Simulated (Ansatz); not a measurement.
**Abstraction of Br: CHBr3 + BCl2 → CHBr2 + BBrCl2**

Species: CHBr3 (bromoform) `BrC(Br)Br`, singlet; BCl2 `Cl[B]Cl`, doublet; CHBr2 `Br[CH]Br`, doublet; BBrCl2 (bromodichloroborane) `ClB(Cl)Br`, singlet. A radical takes Br: the energy is the difference in strength between the C–Br bond broken and the B–Br bond made.

Shapes, held fixed at every level: PBE0-D4/def2-TZVP. Programs: Ansatz 0.2.0. The zero-point and thermal change to 298 K, harmonic and unscaled (PBE0-D4/def2-TZVP), is -2.4 kJ/mol.

```json
{"level": "MP2/def2-SVP", "kind": "perturbation theory", "ΔH(298 K) (kJ/mol)": "-176.7", "less CCSD(T)/def2-TZVPP": "-7.9", "CPU time (sum over the molecules)": "–"}
{"level": "HF/def2-TZVPP", "kind": "Hartree–Fock", "ΔH(298 K) (kJ/mol)": "-184.2", "less CCSD(T)/def2-TZVPP": "-15.4", "CPU time (sum over the molecules)": "–"}
{"level": "r2SCAN-D4/def2-TZVPP", "kind": "meta-GGA", "ΔH(298 K) (kJ/mol)": "-173.7", "less CCSD(T)/def2-TZVPP": "-4.9", "CPU time (sum over the molecules)": "56 s"}
{"level": "BHLYP-D4/def2-TZVPP", "kind": "global hybrid", "ΔH(298 K) (kJ/mol)": "-179.1", "less CCSD(T)/def2-TZVPP": "-10.3", "CPU time (sum over the molecules)": "39 s"}
{"level": "r2SCAN0-D4/def2-TZVPP", "kind": "global hybrid", "ΔH(298 K) (kJ/mol)": "-178.4", "less CCSD(T)/def2-TZVPP": "-9.6", "CPU time (sum over the molecules)": "68 s"}
{"level": "wB97X-V/def2-TZVPP", "kind": "range-separated hybrid", "ΔH(298 K) (kJ/mol)": "-175.4", "less CCSD(T)/def2-TZVPP": "-6.6", "CPU time (sum over the molecules)": "84 s"}
{"level": "CCSD(T)/def2-SVP", "kind": "coupled cluster or CI", "ΔH(298 K) (kJ/mol)": "-184.3", "less CCSD(T)/def2-TZVPP": "-15.5", "CPU time (sum over the molecules)": "65 s"}
{"level": "CCSD(T)/def2-TZVPP", "kind": "coupled cluster or CI", "ΔH(298 K) (kJ/mol)": "-168.8", "less CCSD(T)/def2-TZVPP": "0.0", "CPU time (sum over the molecules)": "13 min"}
```

The highest level, CCSD(T)/def2-TZVPP, gives ΔH(298 K) = -168.8 kJ/mol; the levels span -184.3 to -168.8. The column of differences is taken from that level and isn't an error. No measured value is set beside it here. Open shells run unrestricted. Relativity is left out for Br. Outer-core shells of Br are correlated in most correlated rows, in sets that cover them unevenly. CCSD(T)/def2-TZVPP lies outside the range of all other levels here, so it shouldn't be taken on trust. Times are processor times on shared x86 and Arm servers, and rough.
